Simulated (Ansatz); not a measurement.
Job for Ansatz (an electronic-structure program): R-PBE0/def2-TZVPP on GeH4N2 (SMILES [NH2][Ge][NH2]), a point of a torsion scan.

Ansatz 0.2 input:
```yaml
crystal:
  periodic: [false, false, false]
  atoms:
    - {symbol: N, position_ang: [1.43189358, 0.14185134, -0.14032896]}
    - {symbol: Ge, position_ang: [-0.10423190, 0.24681378, 0.85016212]}
    - {symbol: N, position_ang: [0.63603806, 1.12995573, 2.25876848]}
    - {symbol: H, position_ang: [1.60148866, -0.61788035, -0.78090038]}
    - {symbol: H, position_ang: [2.32130813, 0.49497896, 0.18230167]}
    - {symbol: H, position_ang: [1.59429089, 1.43173686, 2.34861174]}
    - {symbol: H, position_ang: [0.09304265, 1.50155459, 3.02180159]}
basis:
  gaussian:
    orbitals: def2-TZVPP
hamiltonian:
  xc: {name: PBE0}
scf: {lower_state_search: off}
```

The head of its log:

```
WARN ansatz: RAYON_NUM_THREADS=1 ignored (pool sized by the plan → 1); use --threads N
Functional definition: PBE0
these checks for a lower state are left out or cut short: stability, starts, cluster_reference, orbital_swaps, neighbouring_geometries, increment
integrals: 0.07 GiB planned
947 factors; their error is unknown
mean field: 0.68 GiB planned
mean field evaluation 1: about -59541.5874 eV, gradient 8.4e1 eV
mean field evaluation 2: about -59513.1858 eV, gradient 1.3e2 eV
```

Question: What total energy does the run end on?

Answer: -2188.6040 hartree.
